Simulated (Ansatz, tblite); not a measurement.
Cost and result up the ladder for `COc1ccc(-c2cc(C)c(-c3cc(C)c(-c4cc(C)c(-c5cc(C)c(-c6ccc(C(F)=C(F)F)cc6)s5)s4)s3)s2)cc1` (70 atoms). The state is a singlet with charge 0. Geometry: PBE-D4/def2-SVP.

Ansatz on 4 threads of AMD EPYC 7R13 on a shared host and a share (37 GiB) of an NVIDIA H100 80GB HBM3; xTB runs through tblite on one thread. Times are rough, summed over both states, and most runs start from the orbitals of an earlier one. PBE0-D4/def2-SVP serves as the yardstick here, not as an exact answer. The other state is a triplet.

The xTB rows come from tblite. Single mean-field runs in def2-SVP are fitted with def2-universal-jkfit.

xTB has no spin-polarisation term.

```tsv
level	functions	wall time
GFN2-xTB	219	0.73 s
GFN1-xTB	246	0.79 s
PBE-D4/def2-SVP	753	11 s
PBE0-D4/def2-SVP (with forces)	753	22 s
```

Task: Estimate what each level gives for the vertical triplet (eV).

Result: 
```json
{"level": "GFN2-xTB", "vertical triplet (eV)": "1.49", "difference from PBE0-D4/def2-SVP (eV)": "-0.21"}
{"level": "GFN1-xTB", "vertical triplet (eV)": "1.52", "difference from PBE0-D4/def2-SVP (eV)": "-0.18"}
{"level": "PBE-D4/def2-SVP", "vertical triplet (eV)": "1.49", "difference from PBE0-D4/def2-SVP (eV)": "-0.21"}
{"level": "PBE0-D4/def2-SVP (with forces)", "vertical triplet (eV)": "1.70", "difference from PBE0-D4/def2-SVP (eV)": "0.00"}
```
